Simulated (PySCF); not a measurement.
Bond curve of SmH

Set-up: PySCF, spin-free X2C with a Gaussian nucleus, basis sets Sm x2c-SVPall, H x2c-SVPall. Energies in eV from Sm (4f6 6s2) + H in their ground configurations at the same level. State: octet, about 6.0 electrons in the 4f shell (Mulliken), real f orbitals that mix terms.

All columns are PBE0. A positive dipole means Sm(−)H(+).

| R (Å) | E (eV) | μ (D) | Mulliken charge on Sm (basis-dependent) | HOMO (eV) | LUMO (eV) | Mayer bond order | ⟨S²⟩ |
| --- | --- | --- | --- | --- | --- | --- | --- |
| 1.819 | -1.665 | -2.84 | 0.24 | -3.52 | -1.35 | 0.94 | 15.76 |
| 1.903 | -1.846 | -3.08 | 0.24 | -3.57 | -1.39 | 0.94 | 15.76 |
| 1.988 | -1.952 | -3.32 | 0.25 | -3.62 | -1.44 | 0.94 | 15.76 |
| 2.052 | -1.992 | -3.51 | 0.25 | -3.66 | -1.48 | 0.93 | 15.76 |
| 2.115 | -2.004 | -3.69 | 0.25 | -3.69 | -1.52 | 0.93 | 15.76 |
| 2.179 | -1.993 | -3.87 | 0.26 | -3.73 | -1.57 | 0.93 | 15.76 |
| 2.263 | -1.949 | -4.10 | 0.27 | -3.78 | -1.63 | 0.92 | 15.76 |
| 2.369 | -1.859 | -4.39 | 0.27 | -3.84 | -1.70 | 0.92 | 15.76 |
| 2.496 | -1.715 | -4.72 | 0.28 | -3.92 | -1.79 | 0.91 | 15.75 |
| 2.665 | -1.486 | -5.12 | 0.29 | -4.02 | -1.91 | 0.90 | 15.75 |

A fit through these points gives, at Re = 2.114 Å, μ = -3.69 D and dμ/dR = -2.84 D/Å; the reduced mass is 1.001 u.

Problem. How strong is the fundamental in the double-harmonic approximation, I = 42.26·(dμ/dR)²/μred km/mol?

Solution. I = 42.26·(-2.84)²/1.001 = 341 km/mol at PBE0.

Spin–orbit coupling is left out, which matters for elements this heavy, above all for dissociation energies. The state is the lowest single determinant that the PBE0 search found; with open d or f shells the true ground state can be another one.
